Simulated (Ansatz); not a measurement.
`[SiH3]Cl` + `[NH2][Cd][OH]` → `[NH2][Cd][O][SiH3]` + HCl  (ligand exchange at the Si–Cl bond)

Computed with Ansatz on PBE0-D4/def2-TZVP structures; ΔE is electronic, products minus reactants. CCSD(T)/CBS is the MP2 limit (def2-TZVPP, def2-QZVPP) plus CCSD(T) − MP2 in def2-TZVPP, frozen cores. This one scheme is used for every species. Functionals use def2-TZVPP. Elements past krypton have def2 core potentials. For Cd outer-core shells are correlated without core-valence functions, which leaves a few kJ/mol of doubt a bond. Each species was taken in one conformer, which may not be the lowest.

CCSD(T)/CBS gives -16.1 kJ/mol.

(1) Another level gave -12.2 kJ/mol. Which?
A. BLYP-D4/def2-TZVPP
B. B2PLYP/def2-TZVPP
C. revPBE-D4/def2-TZVPP
D. RPA@PBE/def2-TZVPP

Largest T1 diagnostic among the species: 0.016.

## Answers

(1) A. BLYP-D4 -12.2, revPBE-D4 -4.5, RPA@PBE/def2-TZVPP -25.7, B2PLYP -17.6 kJ/mol.

The D4 term adds −3.1 kJ/mol with B3LYP and −1.9 kJ/mol with PBE0; it sums over pairs of atoms, weighted by their polarisabilities, and B3LYP, whose exchange is more repulsive, gets the larger term. Leaving LDA and LC-ωPBE aside and taking each functional with its dispersion term where it has one, the values, not all of them listed here, spread over 20.3 kJ/mol, from BHLYP-D4 to PBE-D4. LDA lies −5.2 kJ/mol from PBE without D4.

B3LYP here is the variant with VWN-RPA as its local correlation; programs differ in this.
